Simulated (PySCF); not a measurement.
Species: C6H3FNP.
SMILES with atom numbers: `[N:1]#[C:2][c:3]1[cH:4][cH:5][cH:6][c:7]([F:8])[p:9]1` (hydrogens: H10 on C4; H11 on C5; H12 on C6)

Method: PySCF 2.14.0, PBE0-D3(BJ)/def2-SVP geometry optimisation, gas phase.

Task: What internal coordinates does the optimisation give?

Result: 
```
  bond  length (bohr)
 N1≡C2          2.192
 C2–C3          2.704
 C3–C4          2.646
 C4–C5          2.628
 C5–C6          2.633
 C6–C7          2.621
 C7–F8          2.519
 C7–P9          3.302
 C3–P9          3.319
C4–H10          2.065
C5–H11          2.064
C6–H12          2.067
```

A selection of angles:
```
   angle  degrees
N1–C2–C3    179.7
C2–C3–C4    118.1
C2–C3–P9    115.5
C4–C3–P9    126.3
C3–C4–C5    122.9
C4–C5–C6    122.9
C5–C6–C7    122.5
C6–C7–F8    116.9
C6–C7–P9    127.4
F8–C7–P9    115.7
C3–P9–C7     98.0
```

The 6-membered ring C3–C4–C5–C6–C7–P9 has internal angles of 98.0° to 127.4°; it is planar, 0.00 Å rms from its mean plane, widest ring torsion 0°. The 9 heavy atoms lie in one plane (0.001 Å rms). The C–C distances run from 1.387 Å (C6–C7, aromatic) to 1.431 Å (C2–C3, drawn single), a spread of 0.044 Å. P9 (phosphorus bonded to 2 C) is bent (angle 98.0°).

Point group: Cs (every atom within 0.08 Å of its image). Stationary, but not proved a minimum.
